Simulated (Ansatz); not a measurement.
Calculated with Ansatz (gas phase, PBE0-D4/def2-TZVP geometries, no zero-point term in ΔE). CCSD(T)/CBS adds triple-zeta CCSD(T) − MP2 to the extrapolated MP2 energy (def2 sets, frozen cores). Double bonds are as drawn, so ΔE can hold a change between cis and trans. For As, Ga outer-core shells are correlated without core-valence functions, which leaves a few kJ/mol of doubt a bond. Scalar relativity is left out up to krypton. Each species was taken in one conformer, which may not be the lowest.

Consider the ligand exchange at a Ga–C bond: `C/[C]([GaH2])=C\[S][AlH2]` + `[AsH3]` → `[GaH2][AsH2]` + `C/C=C\[S][AlH2]`.

```
                    species  CCSD/CBS(def2) energy (Eh)
`C/[C]([GaH2])=C\[S][AlH2]`                 -2682.64055
                   `[AsH3]`                 -2236.78106
             `[GaH2][AsH2]`                 -4161.32010
          `C/C=C\[S][AlH2]`                  -758.12605
```

Q: Work out ΔE.

A: ΔE = (-4161.32010) + (-758.12605) − (-2682.64055) − (-2236.78106) = -0.02454 Eh = -15.4 kcal/mol. CCSD(T)/CBS gives -14.8 kcal/mol.

Largest T1 diagnostic among the species: 0.013.

From PBE to PBE0 (25 % exact exchange), in def2-TZVPP and without D4, ΔE moves by −1.1 kcal/mol. In def2-TZVPP, CCSD(T) changes the Hartree–Fock value by +3.1 kcal/mol (the triples alone add +0.6 kcal/mol) and MP2 by +2.8 kcal/mol. The D4 term adds +2.1 kcal/mol with B3LYP and +1.2 kcal/mol with PBE0; it sums over pairs of atoms, weighted by their polarisabilities, and B3LYP, whose exchange is more repulsive, gets the larger term.

B3LYP here is the variant with VWN-RPA as its local correlation; programs differ in this.
